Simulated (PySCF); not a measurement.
Structure revision by computed shifts

A compound C4H6F2O2Si gives the data below (simulated from a calculation) and was assigned the structure `COC1=C[C@@H](F)[Si@H](F)O1`.

¹³C{¹H} NMR (computed): δ 172.0 (C), 122.8 (CH), 74.4 (CH), 66.7 (CH2).

¹H NMR (500 MHz, computed): δ 6.45 (m, 1H), 5.32 (m, 1H), 5.06 (m, 1H), 4.26 (m, 1H), 3.73 (m, 1H), 3.70 (m, 1H).

Theory: geometry: GFN2-xTB, PBE0/pcSseg-1 with gauge-including orbitals, in PySCF 2.14 (relativity neglected, no solvent, one computed conformer).

Shifts are taken against calculated references (same method and geometry level): ¹H (σref 31.72), ¹³C (σref 186.93) against TMS.

**Question.** Compare with the shifts computed for the proposed structure, pairing carbons in order of shift.

**Answer.** Atoms are numbered as in `[CH3:1][O:2][C:3]1=[CH:4][C@@H:5]([F:6])[Si@H:7]([F:8])[O:9]1`; H(Xn) means a hydrogen on atom n.

```json
{"atom": "C3", "computed for proposal": "172.0", "given list": "172.0", "difference": "+0.0"}
{"atom": "C5", "computed for proposal": "93.3", "given list": "122.8", "difference": "-29.5"}
{"atom": "C4", "computed for proposal": "81.7", "given list": "74.4", "difference": "+7.3"}
{"atom": "C1", "computed for proposal": "55.8", "given list": "66.7", "difference": "-10.9"}
```

The rms difference is 16.1 ppm and the largest -29.5 ppm at C5 (allylic sp3 CH bonded to F and Si). The carbon types in order of shift don't match either: C, CH, CH, CH3 for the proposal against C, CH, CH, CH2 in the data. The proposal doesn't fit.

**Question.** Which isomer fits?

**Answer.** SMILES [C@@H]1(C(F)F)[SiH2]OC(=C)O1.

- Carbon types of the structure: 1 × C, 2 × CH, 1 × CH2, leaving 2 H on heteroatoms.
- δC 172.0: alkene carbon bearing oxygen; an sp2 carbon further deshielded by the attached heteroatom.
- δC 122.8: sp3 CH bonded to 2 F; 2 electronegative neighbours deshield it.
- δC 74.4: sp3 CH bonded to O and Si; deshielded by the electronegative neighbour.
- δC 66.7: β carbon of an enol-ether or enamine type C=C; the O or N lone pair pushes π density onto this β carbon and shields it.

This is the structure that produced the data.

Splittings by ¹⁹F in the carbon and heteronuclear signals aren't shown, as no couplings were computed. Shifts are as computed. Against solution values, carbons near 30 ppm lie about +3 ppm off and those near 130 ppm about +5 ppm. Of 1309 compounds with measured shifts, 239 miss one by over three times the rms of a fit or turn the order of signals round; such compounds aren't used in these exercises. No couplings were computed; multiplicities are counted from neighbouring protons, with m where these are inequivalent, close in shift, in a saturated or five-membered ring or joined by F or P, and br s for small geminal =CH2 splittings.
